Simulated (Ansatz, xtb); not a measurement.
# Two structures of F2GaH2NP

We compare X, a doublet given by its coordinates, with Y, a doublet given by its coordinates. Both are isolated molecules in the gas phase, relaxed with B3LYP-D3(BJ)/def2-SVP.

X (Å):

```xyz
7

F     0.3046    0.4173    4.2621
F     2.6386    2.5194    4.0990
Ga    0.9837    2.3244    3.5271
N     0.9524    1.1126    2.0340
P     0.3202   -0.3068    2.6515
H     1.7173    1.0636    1.3610
H    -0.1131    3.3428    3.9174
```

Close contacts (Å): F1–Ga3 2.15, F1–P5 1.77, F2–Ga3 1.76, Ga3–N4 1.92, Ga3–P5 2.85, N4–P5 1.67, Ga3–H7 1.55, N4–H6 1.02.

Y (Å):

```xyz
7

F    -0.5678   -0.1906    2.7046
F    -0.3437    1.7741    4.9270
Ga    0.4782    0.8152    3.7009
N     1.6060    2.0955    2.4576
P     2.7606    0.9146    3.3829
H     1.7697    3.0797    2.6847
H     1.6474    1.9864    1.4411
```

Close contacts (Å): F1–Ga3 1.76, F2–Ga3 1.76, Ga3–N4 2.11, Ga3–P5 2.31, N4–P5 1.89, N4–H6 1.02, N4–H7 1.02.

Task: Estimate which is lower in electronic energy at CCSD(T)/def2-SVP + ΔMP2/def2-TZVPP, and by roughly how much.

Result: The CCSD(T)/def2-SVP + ΔMP2/def2-TZVPP calculation puts structure Y lower, by 0.069 eV.

Level by level:

| level | geometry | E(Y) − E(X) (eV) | departure from the last row (eV) | job, with rough time for the two |
| --- | --- | --- | --- | --- |
| B3LYP-D3(BJ)/def2-SVP | B3LYP-D3(BJ)/def2-SVP | −0.084 | −0.016 | optimisation, 38 s |
| HF/def2-SVP | B3LYP-D3(BJ)/def2-SVP | −0.240 | −0.171 | part of the CCSD(T) run |
| MP2/def2-SVP | B3LYP-D3(BJ)/def2-SVP | −0.241 | −0.173 | part of the CCSD(T) run |
| CCSD(T)/def2-SVP | B3LYP-D3(BJ)/def2-SVP | −0.233 | −0.164 | single point |
| CCSD(T)/def2-SVP + ΔMP2/def2-TZVPP | B3LYP-D3(BJ)/def2-SVP | −0.069 |  | single point, 39 s |

The levels shown agree on the order. The largest departure from CCSD(T)/def2-SVP + ΔMP2/def2-TZVPP is that of MP2/def2-SVP, 0.173 eV. Levels run at GFN2-xTB geometries aren't shown. The last row adds to CCSD(T) the change of the MP2 difference between the two basis sets, here +0.164 eV, a large step that makes the value less sure.

With harmonic frequencies from B3LYP-D3(BJ)/def2-SVP (ideal gas, rigid rotor, one conformer each, 298.15 K, 1 atm): the zero-point term adds +0.108 eV; ΔH is +0.048 and ΔG +0.018 eV. The zero-point term alone reverses the order. In free energy the two are nearly level. The free energy reverses the electronic order.

Open shells are spin-unrestricted. The correlated steps freeze 17 core orbitals; the filled d shell of Ga is correlated, in a basis made for valence electrons. Mirror images aren't counted in ΔG. Programs: Ansatz 0.2.0; the last row on 2 threads of AMD EPYC 9R45 96-Core Processor (Zen 5) on a shared host.
